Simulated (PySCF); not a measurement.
## Energy of Mo (molybdenum, neutral) between two integer charges

The 5s alpha orbital of [Kr] 4d5 5s1 is emptied in steps (occupation f), with all orbitals relaxed, ending at [Kr] 4d5. Computed with PySCF 2.14 in aug-cc-pVDZ-PP with ECP28MDF, with a scalar-relativistic core potential. The exact energy is a straight line in f; departures are measured from the line between the end points of the same method.

```tsv
f	r2SCAN0 (eV)
1	0.000
0.9	-0.167
0.7	-0.387
0.5	-0.461
0.3	-0.389
0.1	-0.168
0	0.000
```

Task: For r2SCAN0, how does the orbital energy at f = 1 compare with the removal energy?

Result: −ε = 5.474 eV against a total-energy difference of 7.334 eV. By Janak's theorem ε = ∂E/∂f, so the gap between them reflects the curvature. Along the path −ε is 5.857 (f = 0.9), 6.602 (f = 0.7), 7.326 (f = 0.5), 8.064 (f = 0.3), 8.820 (f = 0.1) eV.

Reference removal energy between the ground levels: 7.092 eV (measured; NIST Atomic Spectra Database, ionization energies).
